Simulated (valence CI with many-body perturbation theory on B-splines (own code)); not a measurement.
**Re68+: electric-dipole lines**

Method: valence CI with perturbative core correlation (CI+MBPT): five valence electrons over a frozen Dirac-Fock core [He], radial functions for each j: 9 s, 9 p, 8 d, 6 f, 3 g, 1 h, with the one-electron correlation potential Σ1, the two-electron term Σ2, the three-electron term Σ3, Breit, model QED; selected CI, second order for the rest (own B-spline code, finite nucleus).

No measured spectrum was set against this ion. As an estimate, large intervals hold to a few tenths of a per cent, small ones and those within an open d or f shell to about a per cent. Among the levels kept, up to 1200 cm⁻¹ of a level comes from second order outside the variational space, and about a tenth of that is noise between levels of different J, which matters for small intervals.

Lines 51 to 100 of 262 in falling wavelength, among levels below 93988 × 10³ cm⁻¹, chosen from the strongest by gf and those to the six lowest levels. Wavelengths and rates use the calculated energies. Electric multipoles are in the length gauge, E1 and E2 with the static RPA response of the core. Weak lines are less certain than strong ones. Lines between different terms over intervals too small for the method are left out, as are lines whose strength nearly cancels. The highest levels of a list are the least certain.

Levels are named by their leading jj configuration (3d3/2^4 stands for four electrons in 3d with j = 3/2), which in mixed levels can hold well under half, so a name can repeat and another be missing. Letters in brackets count levels of one name in rising energy.

```tsv
λ vac (Å)	Upper	Lower	A (s⁻¹)	log gf	Branch %
22.89	(2s 2p1/2^2 2p3/2 3p3/2) J=5/2 [b]	(2s 2p1/2^2 2p3/2 3s) J=3/2 [b]	1.44e+12	-0.17	0.5
22.88	(2s^2 2p1/2 2p3/2 3d3/2) J=3/2 [a]	(2s^2 2p1/2 2p3/2 3p1/2) J=3/2 [a]	4.34e+11	-0.87	0.1
22.88	(2s 2p1/2^2 2p3/2 3d3/2) J=3/2 [a]	(2s 2p1/2^2 2p3/2 3p1/2) J=5/2	2.41e+11	-1.12	0.1
22.85	(2s 2p1/2^2 2p3/2 3d3/2) J=5/2 [b]	(2s 2p1/2^2 2p3/2 3p1/2) J=3/2 [b]	1.10e+12	-0.29	1.3
22.85	(2s 2p1/2^2 2p3/2 3d3/2) J=3/2 [a]	(2s 2p1/2^2 2p3/2 3p1/2) J=3/2 [a]	8.84e+11	-0.56	0.3
22.83	(2s^2 2p1/2 2p3/2 3d3/2) J=5/2 [a]	(2s^2 2p1/2 2p3/2 3p1/2) J=3/2 [a]	8.85e+11	-0.38	0.5
22.82	(2s^2 2p1/2 2p3/2 3p3/2) J=1/2 [a]	(2s^2 2p1/2 2p3/2 3s) J=1/2	1.10e+12	-0.77	13.5
22.80	(2s^2 2p1/2^2 3d3/2) J=3/2	(2s^2 2p1/2^2 3p1/2) J=1/2	1.10e+12	-0.46	0.4
22.74	(2s 2p1/2^2 2p3/2 3d3/2) J=7/2	(2s 2p1/2^2 2p3/2 3p1/2) J=5/2	1.07e+12	-0.18	3.7
22.73	(2s^2 2p1/2 2p3/2 3p3/2) J=7/2	(2s^2 2p1/2 2p3/2 3s) J=5/2	1.64e+12	0.01	37.4
22.69	(2s^2 2p1/2 2p3/2 3d3/2) J=7/2	(2s^2 2p1/2 2p3/2 3p1/2) J=5/2	1.10e+12	-0.17	3.0
22.65	(2s 2p1/2^2 2p3/2 3d3/2) J=1/2 [a]	(2s 2p1/2^2 2p3/2 3p1/2) J=3/2 [a]	1.17e+12	-0.74	0.8
22.63	(2s^2 2p1/2 2p3/2 3p3/2) J=3/2 [a]	(2s^2 2p1/2 2p3/2 3s) J=1/2	5.21e+11	-0.80	10.7
22.62	(2s^2 2p1/2 2p3/2 3d3/2) J=3/2 [a]	(2s^2 2p1/2 2p3/2 3p1/2) J=1/2	6.25e+11	-0.72	0.1
22.57	(2s^2 2p1/2 2p3/2 3p3/2) J=5/2 [a]	(2s^2 2p1/2 2p3/2 3s) J=3/2 [a]	1.69e+12	-0.11	36.8
22.51	(2s 2p1/2^2 2p3/2 3p3/2) J=5/2 [a]	(2s 2p1/2^2 2p3/2 3s) J=3/2 [a]	6.86e+11	-0.50	0.2
22.45	(2s 2p1/2^2 2p3/2 3p3/2) J=7/2	(2s 2p1/2^2 2p3/2 3s) J=5/2	1.58e+12	-0.02	11.3
22.41	(2s 2p1/2^2 2p3/2 3d3/2) J=1/2 [b]	(2s 2p1/2^2 2p3/2 3p1/2) J=1/2	9.82e+11	-0.83	0.3
22.36	(2s^2 2p1/2 2p3/2 3d3/2) J=1/2 [a]	(2s^2 2p1/2 2p3/2 3p1/2) J=1/2	1.02e+12	-0.82	0.4
22.33	(2s 2p1/2^2 2p3/2 3p3/2) J=1/2 [a]	(2s 2p1/2^2 2p3/2 3s) J=3/2 [a]	1.47e+12	-0.66	0.3
22.20	(2s^2 2p1/2 2p3/2 3p3/2) J=3/2 [a]	(2s^2 2p1/2 2p3/2 3s) J=3/2 [a]	2.92e+11	-1.06	6.0
22.17	(2s^2 2p1/2^2 3p3/2) J=3/2	(2s^2 2p1/2^2 3s) J=1/2	1.79e+12	-0.28	50.8
22.15	(2s 2p1/2^2 2p3/2 3p3/2) J=3/2 [b]	(2s 2p1/2^2 2p3/2 3s) J=3/2 [b]	7.58e+11	-0.65	0.3
22.15	(2s^2 2p1/2 2p3/2 3p3/2) J=3/2 [b]	(2s^2 2p1/2 2p3/2 3s) J=3/2 [b]	6.81e+11	-0.70	15.6
22.05	(2s 2p1/2^2 2p3/2 3p3/2) J=3/2 [a]	(2s 2p1/2^2 2p3/2 3s) J=5/2	3.66e+11	-0.97	0.1
22.05	(2s^2 2p1/2 2p3/2 3d3/2) J=5/2 [b]	(2s^2 2p1/2 2p3/2 3p1/2) J=5/2	4.37e+11	-0.72	0.0
21.87	(2s^2 2p1/2 2p3/2 3p3/2) J=3/2 [b]	(2s^2 2p1/2 2p3/2 3s) J=5/2	2.40e+11	-1.16	5.5
21.83	(2s^2 2p1/2 2p3/2 3p3/2) J=5/2 [b]	(2s^2 2p1/2 2p3/2 3s) J=3/2 [b]	9.32e+11	-0.40	20.7
21.83	(2s^2 2p1/2 2p3/2 3d3/2) J=3/2 [b]	(2s^2 2p1/2 2p3/2 3p1/2) J=5/2	2.86e+11	-1.09	0.0
21.77	(2s 2p1/2^2 2p3/2 3p3/2) J=3/2 [b]	(2s 2p1/2^2 2p3/2 3s) J=1/2	1.01e+12	-0.54	0.4
21.58	(2s 2p1/2^2 2p3/2 3p3/2) J=1/2 [b]	(2s 2p1/2^2 2p3/2 3s) J=1/2	1.44e+12	-0.70	4.5
21.56	(2s^2 2p1/2 2p3/2 3p3/2) J=5/2 [b]	(2s^2 2p1/2 2p3/2 3s) J=5/2	9.83e+11	-0.39	21.9
21.52	(2s^2 2p1/2 2p3/2 3p3/2) J=3/2 [b]	(2s^2 2p1/2 2p3/2 3s) J=1/2	5.27e+11	-0.83	12.1
21.35	(2s 2p1/2^2 2p3/2 3p3/2) J=5/2 [a]	(2s 2p1/2^2 2p3/2 3s) J=5/2	1.03e+12	-0.38	0.3
21.33	(2s^2 2p1/2 2p3/2 3d3/2) J=3/2 [b]	(2s^2 2p1/2 2p3/2 3p1/2) J=3/2 [a]	1.69e+11	-1.34	0.0
21.14	(2s^2 2p1/2 2p3/2 3p3/2) J=3/2 [b]	(2s^2 2p1/2 2p3/2 3s) J=3/2 [a]	5.79e+11	-0.81	13.3
20.95	(2s^2 2p1/2 2p3/2 3p3/2) J=1/2 [b]	(2s^2 2p1/2 2p3/2 3s) J=3/2 [b]	1.80e+12	-0.63	23.3
20.39	(2s^2 2p1/2 2p3/2 3p3/2) J=1/2 [b]	(2s^2 2p1/2 2p3/2 3s) J=1/2	4.89e+11	-1.21	6.3
20.02	(2s 2p1/2^2 2p3/2 3p3/2) J=5/2 [b]	(2s 2p1/2^2 2p3/2 3s) J=3/2 [a]	1.92e+11	-1.16	0.1
19.30	(2s 2p1/2^2 2p3/2 3p3/2) J=1/2 [b]	(2s 2p1/2^2 2p3/2 3s) J=3/2 [a]	3.97e+11	-1.35	1.2
11.31	(2s^2 2p3/2^3) J=3/2	(2s 2p1/2^2 2p3/2^2) J=1/2	8.25e+09	-3.20	7.9
10.30	(2s^2 2p3/2^3) J=3/2	(2s 2p1/2^2 2p3/2^2) J=5/2	1.14e+10	-3.14	10.9
6.954	(2s 2p1/2 2p3/2^3) J=3/2 [a]	(2s^2 2p1/2 2p3/2^2) J=1/2	8.85e+10	-2.59	0.8
6.769	(2s 2p1/2^2 2p3/2^2) J=5/2	(2s^2 2p1/2^2 2p3/2) J=3/2	3.31e+12	-0.87	98.4
6.750	(2s 2p1/2 2p3/2^3) J=3/2 [a]	(2s^2 2p1/2 2p3/2^2) J=5/2	3.52e+11	-2.02	3.2
6.666	(2s 2p1/2 2p3/2^3) J=3/2 [a]	(2s^2 2p1/2 2p3/2^2) J=3/2	1.06e+13	-0.55	95.5
6.600	(2s 2p1/2 2p3/2^3) J=5/2	(2s^2 2p1/2 2p3/2^2) J=5/2	1.04e+13	-0.39	93.5
6.555	(2s 2p1/2 2p3/2^3) J=1/2	(2s^2 2p1/2 2p3/2^2) J=1/2	7.40e+12	-1.02	26.7
6.542	(2s 2p1/2^2 2p3/2 3p3/2) J=5/2 [b]	(2s^2 2p1/2^2 3p3/2) J=3/2	1.37e+13	-0.28	5.2
6.534	(2s 2p1/2^2 2p3/2 3d3/2) J=3/2 [b]	(2s^2 2p1/2^2 3d3/2) J=3/2	1.32e+13	-0.47	8.4
```
